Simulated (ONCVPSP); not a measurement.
Configuration tests for As (Z = 33) (ONCV)

- Element: arsenic (As)
- Generator: ONCVPSP 4.0.1
- Type: optimised norm-conserving Vanderbilt (ONCV)
- Functional: PBEsol
- Relativity: scalar-relativistic
- Frozen core: [Ne]
- Valence charge: 23
- Reference configuration: 3s2 3p6 3d10 4s2 4p3
- Partial waves: 3s+4s: rc 1.05 bohr, ncon 4, nbas 9, qcut 10.8 1/bohr, 2 projectors; 3p+4p: rc 1.20 bohr, ncon 4, nbas 8, qcut 11.9 1/bohr, 2 projectors; 3d: rc 0.65 bohr, ncon 5, nbas 10, qcut 27.8 1/bohr, 2 projectors, debl 2.1 Ha; f scattering state at 0.12 Ha: rc 1.20 bohr, ncon 4, nbas 8, qcut 9.8 1/bohr, 2 projectors, debl 3.1 Ha
- Local potential: polynomial inside 0.60 bohr (lpopt 2, dvloc0 0 Ha)
- Core correction: none

Energies are relative to the spin-unpolarised reference configuration 3s2 3p6 3d10 4s2 4p3; without spin polarisation the order of configurations can differ from experiment.

```json
{"valence configuration": "3s2 3p6 3d10 4s2 4p2", "charge": "+1", "ΔE all-electron (eV)": "9.158", "error AE − PS (meV)": "-1.0"}
{"valence configuration": "3s2 3p6 3d10 4s2 4p1", "charge": "+2", "ΔE all-electron (eV)": "27.100", "error AE − PS (meV)": "-2.9"}
{"valence configuration": "3s2 3p6 3d10 4s2 4p0", "charge": "+3", "ΔE all-electron (eV)": "54.823", "error AE − PS (meV)": "-5.5"}
```

What are ΔE and the potential's error for 3s2 3p5 3d10 4s2 4p3?

ΔE = 144.201 eV all-electron; the error (AE − PS) is +43 meV.

Levels in the configuration 3s2 3p6 3d10 4s2 4p2:

| level | all-electron (eV) | pseudo (eV) |
| --- | --- | --- |
| 3s | -199.691 | -199.688 |
| 3p | -143.251 | -143.249 |
| 3d | -50.407 | -50.406 |
| 4s | -23.382 | -23.382 |
| 4p | -13.357 | -13.356 |
